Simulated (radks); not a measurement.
Question: The tin anion Sn4-, [Xe], held by a Watson sphere: a shell of charge +4 at radius R that stands for the Madelung well of a crystal (potential energy -4/R inside, -4/r outside, in hartree with lengths in bohr). Calculated with a radial shooting solver on a logarithmic mesh with Libxc functionals: scalar-relativistic Kohn-Sham, r2SCAN, spin-polarised, spherical densities, finite nucleus; meta-GGA in the generalised Kohn-Sham scheme; Fermi nuclear charge, rms radius of each element as measured or else 0.836 A^(1/3) + 0.57 fm.

| R (bohr) | e(4d) (eV) | e(5s) (eV) | e(5p) (eV) | <r> 5p (bohr) | sum of <r^2> (bohr^2) | X-ray form factor at sin(theta)/lambda = 0.3 1/angstrom |
|---|---|---|---|---|---|---|
| 2.45 | -27.899 | -14.984 | -7.364 | 2.819 | 90.86 | 34.415 |
| 2.47 | -27.787 | -14.905 | -7.333 | 2.829 | 91.30 | 34.420 |
| 4.6 | -23.978 | -9.576 | -4.216 | 3.978 | 150.8 | 34.778 |
| 5.94 | -23.738 | -8.492 | -3.130 | 4.749 | 200.6 | 34.786 |

Estimate the row for R = 5.83 bohr.

Answer: e(4d) (eV) -23.744; e(5s) (eV) -8.543; e(5p) (eV) -3.198; <r> 5p (bohr) 4.685; sum of <r^2> (bohr^2) 196.1; X-ray form factor at sin(theta)/lambda = 0.3 1/angstrom 34.785.
